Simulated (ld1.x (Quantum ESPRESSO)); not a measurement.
## PBEsol TM dataset for zirconium (Zr), scalar-relativistic all-electron reference.

The input file (ld1.x (Quantum ESPRESSO) 7.5):

```
&input
   title='Zr', zed=40., rel=1, dft='PBESOL', iswitch=3,
   config='[Kr] 4d2 5s2 5p0',
   nld=3, rlderiv=3.15, eminld=-6.0, emaxld=5.0, deld=0.02
 /
 &inputp
   pseudotype=2, tm=.true., lloc=-1, rcloc=1.70,
   nlcc=.true., new_core_ps=.true., rcore=1.20,
   file_pseudopw='Zr.UPF', file_wfcaegen='ae.wfc', file_wfcncgen='nc.wfc', file_beta='beta', file_chi='chi'
 /
3
4S  1  0   2.00   0.00  2.15  2.15  0.0
4P  2  1   6.00   0.00  2.30  2.30  0.0
4D  3  2   2.00   0.00  2.90  2.90  0.0
 &test
   configts(1)='4s2 4p6 4d2 5s2 5p0'
 /
```

Command:

```bash
ld1.x < Zr.in > Zr.out
```

Output (shortened: banner, matrices, multipoles, cross overlaps and the repeated all-electron block are left out):

```
Program LD1 v.7.5
     --------------------------- All-electron run ----------------------------

     Zr
     scalar relativistic calculation

     atomic number is 40.00
     dft =PBESOL   lsd =0 sic =0 latt =0  beta=0.20 tr2=1.0E-14
     Exchange-correlation= PBESOL
                           (   1   4  10   8   0   0   0)
     mesh =1225 r(mesh) = 100.59681 a.u. xmin = -7.00 dx = 0.01250
     1 Ry =  13.60569312 eV, c = 137.03599908

     n l     nl                  e(Ry)          e(Ha)          e(eV)
     1 0     1S 1( 2.00)     -1309.2595      -654.6298    -17813.3831
     2 0     2S 1( 2.00)      -181.4208       -90.7104     -2468.3563
     2 1     2P 1( 6.00)      -161.8179       -80.9090     -2201.6449
     3 0     3S 1( 2.00)       -29.7112       -14.8556      -404.2418
     3 1     3P 1( 6.00)       -23.3268       -11.6634      -317.3773
     4 0     4S 1( 2.00)        -4.0024        -2.0012       -54.4555
     4 1     4P 1( 6.00)        -2.3835        -1.1917       -32.4290
     3 2     3D 1(10.00)       -12.8400        -6.4200      -174.6977
     4 2     4D 1( 2.00)        -0.2654        -0.1327        -3.6116
     5 0     5S 1( 2.00)        -0.3281        -0.1641        -4.4645
     5 1     5P 1( 0.00)        -0.1068        -0.0534        -1.4534

     final scf error:  9.9E-15 reached in  24 iterations

     Etot =   -7192.968336 Ry,   -3596.484168 Ha,  -97865.319830 eV

     Ekin =    7395.350392 Ry,    3697.675196 Ha,  100618.867970 eV
     Encl =  -17324.166849 Ry,   -8662.083424 Ha, -235707.297756 eV
     Eh   =    2959.479937 Ry,    1479.739969 Ha,   40265.775833 eV
     Exc  =    -223.631817 Ry,    -111.815909 Ha,   -3042.665877 eV

     normalization and overlap integrals

     s(1S/1S) =  1.000000  <r> =   0.0371  <r2> =    0.0019  r(max) =   0.0241
     s(2S/2S) =  1.000000  <r> =   0.1627  <r2> =    0.0312  r(max) =   0.1368
     s(2P/2P) =  1.000000  <r> =   0.1418  <r2> =    0.0246  r(max) =   0.1093
     s(3S/3S) =  1.000000  <r> =   0.4588  <r2> =    0.2414  r(max) =   0.4060
     s(3P/3P) =  1.000000  <r> =   0.4624  <r2> =    0.2492  r(max) =   0.4010
     s(4S/4S) =  1.000000  <r> =   1.2127  <r2> =    1.6688  r(max) =   1.0764
     s(4P/4P) =  1.000000  <r> =   1.3690  <r2> =    2.1534  r(max) =   1.1748
     s(3D/3D) =  1.000000  <r> =   0.4527  <r2> =    0.2479  r(max) =   0.3451
     s(4D/4D) =  1.000000  <r> =   2.2978  <r2> =    6.6186  r(max) =   1.6058
     s(5S/5S) =  1.000000  <r> =   3.7097  <r2> =   15.7075  r(max) =   3.1538
     s(5P/5P) =  1.000000  <r> =   5.1028  <r2> =   30.3280  r(max) =   4.1005

     ------------------------ End of All-electron run ------------------------

     --------------------- Generating NC pseudopotential ---------------------

      Generating local potential from pseudized AE potential:
      Matching radius rcloc =   1.7000

      Local pseudo, rcloc= 1.709 Estimated cut-off energy=     8.52 Ry

      Computing core charge for nlcc:

       r > 1.20 : true rho core
      Core charge pseudized with two Bessel functions
      Integrated core pseudo-charge :   5.14

      Wfc   4S  rcut= 2.141  Using Troullier-Martins method

      Wfc   4P  rcut= 2.307  Using Troullier-Martins method

      Wfc   4D  rcut= 2.890  Using Troullier-Martins method

     ------------------- End of pseudopotential generation -------------------

     Computing logarithmic derivative in   3.13425

       Warning: n=1, l=0 expected 0 nodes, found 1
       Setting wfc to zero for this iteration
       (This warning will only be printed once per wavefunction)

       Warning: n=2, l=1 expected 0 nodes, found 1
       Setting wfc to zero for this iteration
       (This warning will only be printed once per wavefunction)

     Computing logarithmic derivative in   3.13425
     Computing the partial wave expansion
     R is outside the sphere for l=    0 j= 0.00
     R is outside the sphere for l=    1 j= 0.00
     R is outside the sphere for l=    2 j= 0.00

     ---------------------- Testing the pseudopotential ----------------------

     Zr
     scalar relativistic calculation

     atomic number is 40.00   valence charge is 12.00
     dft =PBESOL   lsd =0 sic =0 latt =0  beta=0.20 tr2=1.0E-14
     mesh =1225 r(mesh) = 100.59681 xmin = -7.00 dx = 0.01250

     n l     nl             e AE (Ry)        e PS (Ry)    De AE-PS (Ry)
     1 0     4S   1( 2.00)       -4.00241       -4.00241       -0.00000
     2 1     4P   1( 6.00)       -2.38349       -2.38349        0.00000
     3 2     4D   1( 2.00)       -0.26544       -0.26545        0.00000
     2 0     5S   1( 2.00)       -0.32814       -0.36861        0.04047  !
     3 1     5P   1( 0.00)       -0.10682       -0.10862        0.00180

     eps = 5.7E-15  iter = 16

     Etot =   -7192.968336 Ry,   -3596.484168 Ha,  -97865.319830 eV
     Etotps =  -101.933599 Ry,     -50.966800 Ha,   -1386.877271 eV

     Ekin =      27.784561 Ry,      13.892280 Ha,     378.028204 eV
     Encl =    -195.832611 Ry,     -97.916306 Ha,   -2664.438414 eV
     Ehrt =      75.444027 Ry,      37.722014 Ha,    1026.468282 eV
     Ecxc =     -19.066138 Ry,      -9.533069 Ha,    -259.408026 eV
     (Ecc =      -5.652829 Ry,      -2.826415 Ha,     -76.910661 eV)
     Epseu=       9.736563 Ry,       4.868281 Ha,     132.472683 eV

     ---------------------- End of pseudopotential test ----------------------
```

The potential misses its own reference levels by up to 0.6 eV. ld1.x takes every shell without a wave as core, so the model core holds the 5s electrons as well and exchange and correlation see them twice. This cancels in the reference configuration, but the file is broken for other ones, and its errors say nothing about a proper core correction.

Generation and configuration tests took about 1.8 s on one core of a shared server CPU.

Transferability test of the new file with ld1.x, input:

```
&input
   title='Zr', zed=40., rel=1, dft='PBESOL', iswitch=2,
   config='[Kr] 4d2 5s2 5p0'
 /
 &test
   file_pseudo='Zr.UPF', nconf=8,
   configts(1)='4s2 4p6 4d2 5s2 5p0',
   configts(2)='4s2 4p6 4d2 5s1 5p0',
   configts(3)='4s2 4p6 4d2 5s0 5p0',
   configts(4)='4s2 4p6 4d1 5s0 5p0',
   configts(5)='4s2 4p6 4d3 5s0 5p0',
   configts(6)='4s2 4p6 4d2 5s1 5p1',
   configts(7)='4s2 4p6 4d3 5s1 5p0',
   configts(8)='4s2 4p6 4d2.5 5s1.5 5p0'
 /
```

```bash
ld1.x < Zr.test.in > Zr.test.out
```

Pseudopotential blocks of its output, shortened (energy terms left out; the distinct warnings before each block abridged to one line each):

```
     Warning: n=1, l=0 expected 0 nodes, found 1
     Warning: n=2, l=1 expected 0 nodes, found 1
     ---------------------- Testing the pseudopotential ----------------------

     n l     nl             e AE (Ry)        e PS (Ry)    De AE-PS (Ry)
     1 0     4S   1( 2.00)       -4.00241       -4.00241       -0.00000
     2 1     4P   1( 6.00)       -2.38349       -2.38349        0.00000
     3 2     4D   1( 2.00)       -0.26544       -0.26545        0.00000
     2 0     5S   1( 2.00)       -0.32814       -0.36861        0.04047  !
     3 1     5P   1( 0.00)       -0.10682       -0.10862        0.00180

     eps = 8.5E-15  iter = 18

     Etot =   -7192.968336 Ry,   -3596.484168 Ha,  -97865.319830 eV
     Etotps =  -101.933600 Ry,     -50.966800 Ha,   -1386.877278 eV

     ---------------------- End of pseudopotential test ----------------------

          ---------------------- Testing the pseudopotential ----------------------

     n l     nl             e AE (Ry)        e PS (Ry)    De AE-PS (Ry)
     1 0     4S   1( 2.00)       -4.49426       -4.54596        0.05170  !
     2 1     4P   1( 6.00)       -2.87558       -2.92108        0.04549  !
     3 2     4D   1( 2.00)       -0.73531       -0.77251        0.03720  !
     2 0     5S   1( 1.00)       -0.73321       -0.82510        0.09189  !
     3 1     5P   1( 0.00)       -0.45904       -0.49887        0.03983  !

     eps = 5.9E-15  iter = 17

     Etot =   -7192.441299 Ry,   -3596.220650 Ha,  -97858.149121 eV
     Etotps =  -101.342162 Ry,     -50.671081 Ha,   -1378.830354 eV
     dEtot_ae =       0.527037 Ry
     dEtot_ps =       0.591438 Ry,   Delta E=      -0.064401 Ry

     ---------------------- End of pseudopotential test ----------------------

          ---------------------- Testing the pseudopotential ----------------------

     n l     nl             e AE (Ry)        e PS (Ry)    De AE-PS (Ry)
     1 0     4S   1( 2.00)       -5.06608       -5.18758        0.12150  !
     2 1     4P   1( 6.00)       -3.44544       -3.55065        0.10521  !
     3 2     4D   1( 2.00)       -1.26900       -1.35594        0.08695  !
     2 0     5S   1( 0.00)       -1.16888       -1.33975        0.17087  !
     3 1     5P   1( 0.00)       -0.84486       -0.94837        0.10351  !

     eps = 3.4E-15  iter = 11

     Etot =   -7191.492496 Ry,   -3595.746248 Ha,  -97845.240004 eV
     Etotps =  -100.264128 Ry,     -50.132064 Ha,   -1364.162962 eV
     dEtot_ae =       1.475840 Ry
     dEtot_ps =       1.669471 Ry,   Delta E=      -0.193631 Ry

     ---------------------- End of pseudopotential test ----------------------

          ---------------------- Testing the pseudopotential ----------------------

     n l     nl             e AE (Ry)        e PS (Ry)    De AE-PS (Ry)
     1 0     4S   1( 2.00)       -5.99017       -6.10746        0.11728  !
     2 1     4P   1( 6.00)       -4.34672       -4.45127        0.10455  !
     3 2     4D   1( 1.00)       -2.06937       -2.15894        0.08957  !
     2 0     5S   1( 0.00)       -1.77036       -1.99881        0.22844  !
     3 1     5P   1( 0.00)       -1.37819       -1.51128        0.13309  !

     eps = 1.1E-15  iter = 10

     Etot =   -7189.832526 Ry,   -3594.916263 Ha,  -97822.654958 eV
     Etotps =   -98.514701 Ry,     -49.257351 Ha,   -1340.360794 eV
     dEtot_ae =       3.135810 Ry
     dEtot_ps =       3.418899 Ry,   Delta E=      -0.283088 Ry

     ---------------------- End of pseudopotential test ----------------------

          ---------------------- Testing the pseudopotential ----------------------

     n l     nl             e AE (Ry)        e PS (Ry)    De AE-PS (Ry)
     1 0     4S   1( 2.00)       -4.29208       -4.40084        0.10876  !
     2 1     4P   1( 6.00)       -2.68533       -2.77610        0.09077  !
     3 2     4D   1( 3.00)       -0.59860       -0.66679        0.06819  !
     2 0     5S   1( 0.00)       -0.65379       -0.76817        0.11438  !
     3 1     5P   1( 0.00)       -0.40065       -0.46452        0.06387  !

     eps = 5.7E-15  iter = 14

     Etot =   -7192.413667 Ry,   -3596.206834 Ha,  -97857.773173 eV
     Etotps =  -101.264378 Ry,     -50.632189 Ha,   -1377.772050 eV
     dEtot_ae =       0.554669 Ry
     dEtot_ps =       0.669222 Ry,   Delta E=      -0.114553 Ry

     ---------------------- End of pseudopotential test ----------------------

          ---------------------- Testing the pseudopotential ----------------------

     n l     nl             e AE (Ry)        e PS (Ry)    De AE-PS (Ry)
     1 0     4S   1( 2.00)       -4.09374       -4.12101        0.02727  !
     2 1     4P   1( 6.00)       -2.47435       -2.49604        0.02169  !
     3 2     4D   1( 2.00)       -0.34271       -0.35641        0.01370  !
     2 0     5S   1( 1.00)       -0.38094       -0.43554        0.05459  !
     3 1     5P   1( 1.00)       -0.15051       -0.15448        0.00396

     eps = 4.4E-15  iter = 17

     Etot =   -7192.742435 Ry,   -3596.371218 Ha,  -97862.246288 eV
     Etotps =  -101.663093 Ry,     -50.831547 Ha,   -1383.196846 eV
     dEtot_ae =       0.225901 Ry
     dEtot_ps =       0.270507 Ry,   Delta E=      -0.044606 Ry

     ---------------------- End of pseudopotential test ----------------------

          ---------------------- Testing the pseudopotential ----------------------

     n l     nl             e AE (Ry)        e PS (Ry)    De AE-PS (Ry)
     1 0     4S   1( 2.00)       -3.84973       -3.89010        0.04037  !
     2 1     4P   1( 6.00)       -2.24031       -2.27088        0.03057  !
     3 2     4D   1( 3.00)       -0.17243       -0.18992        0.01749  !
     2 0     5S   1( 1.00)       -0.28441       -0.33324        0.04883  !
     3 1     5P   1( 0.00)       -0.08488       -0.09417        0.00929  !

     eps = 7.5E-15  iter = 15

     Etot =   -7192.879481 Ry,   -3596.439741 Ha,  -97864.110891 eV
     Etotps =  -101.809283 Ry,     -50.904642 Ha,   -1385.185867 eV
     dEtot_ae =       0.088855 Ry
     dEtot_ps =       0.124316 Ry,   Delta E=      -0.035461 Ry

     ---------------------- End of pseudopotential test ----------------------

          ---------------------- Testing the pseudopotential ----------------------

     n l     nl             e AE (Ry)        e PS (Ry)    De AE-PS (Ry)
     1 0     4S   1( 2.00)       -3.92032       -3.94247        0.02215  !
     2 1     4P   1( 6.00)       -2.30657       -2.32348        0.01692  !
     3 2     4D   1( 2.50)       -0.21489       -0.22468        0.00979  !
     2 0     5S   1( 1.50)       -0.30472       -0.34953        0.04481  !
     3 1     5P   1( 0.00)       -0.09483       -0.10064        0.00580  !

     eps = 8.9E-15  iter = 16

     Etot =   -7192.930071 Ry,   -3596.465036 Ha,  -97864.799201 eV
     Etotps =  -101.876461 Ry,     -50.938230 Ha,   -1386.099861 eV
     dEtot_ae =       0.038265 Ry
     dEtot_ps =       0.057139 Ry,   Delta E=      -0.018874 Ry

     ---------------------- End of pseudopotential test ----------------------
```
